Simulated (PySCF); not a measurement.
Telling isomers of C7H6F3OP apart by NMR

Non-relativistic, no solvent, one conformer, equivalent nuclei averaged. Shieldings: GIAO PBE0/pcSseg-1; coordinates at the GFN2-xTB level; PySCF 2.14.0 with density-fitted response routines.

δ = σ(ref) − σ, references computed at the same level: TMS for ¹H (σref 31.72), ¹³C (σref 186.93). Splittings of carbon signals by F and P are missing where no couplings were computed. Where no couplings were computed, multiplicities follow the n + 1 count of equivalent neighbours, and m marks all less simple cases (inequivalent or close neighbours, rings, F or P nearby). Shifts are as computed. Against solution values, carbons near 30 ppm lie about +3 ppm off and those near 130 ppm about +5 ppm. Of 1211 compounds with measured shifts, 218 miss one by over three times the rms of a fit or turn the order of signals round; such compounds aren't used in these exercises.

(1) Tabulate the signals of `O=P1(C(F)=C(F)F)C=CCC=C1`, `C=CP(c1ccco1)C(F)(F)F` and their relative energies.

(2) What is the quickest way to tell O=P1(C(F)=C(F)F)C=CCC=C1 from C=CP(c1ccco1)C(F)(F)F?

Answers

(1) 
```json
{"SMILES": "O=P1(C(F)=C(F)F)C=CCC=C1", "carbon types": "2×C 4×CH 1×CH2", "δC": "172.8, 153.9, 135.8, 132.5, 34.7", "δH": "7.21 (m, 2H), 6.59 (m, 2H), 3.01 (m, 1H), 2.91 (m, 1H)", "E rel. (kcal/mol)": "9.3"}
{"SMILES": "C=CP(c1ccco1)C(F)(F)F", "carbon types": "2×C 4×CH 1×CH2", "δC": "153.5, 152.2, 142.6, 141.3, 134.8, 126.0, 118.9", "δH": "7.91 (m, 1H), 7.39 (m, 1H), 6.90 (m, 1H), 6.73 (m, 1H), 6.21 (m, 1H), 5.63 (m, 1H)", "E rel. (kcal/mol)": "0.0"}
```

Energies are electronic energies at PBE0/pcSseg-1 on these geometries, without zero-point or thermal terms, each for the one conformer computed, which needn't be the lowest.

(2) Count the carbon signals: 5 against 7. The first has an allylic sp3 CH2 at 34.7 ppm, the second a terminal =CH2 carbon at 134.8 ppm. Their most deshielded carbons lie at 172.8 and 153.5 ppm. In the proton spectra the most deshielded non-exchanging signals are 7.21 (m, 2H) and 7.91 (m, 1H).
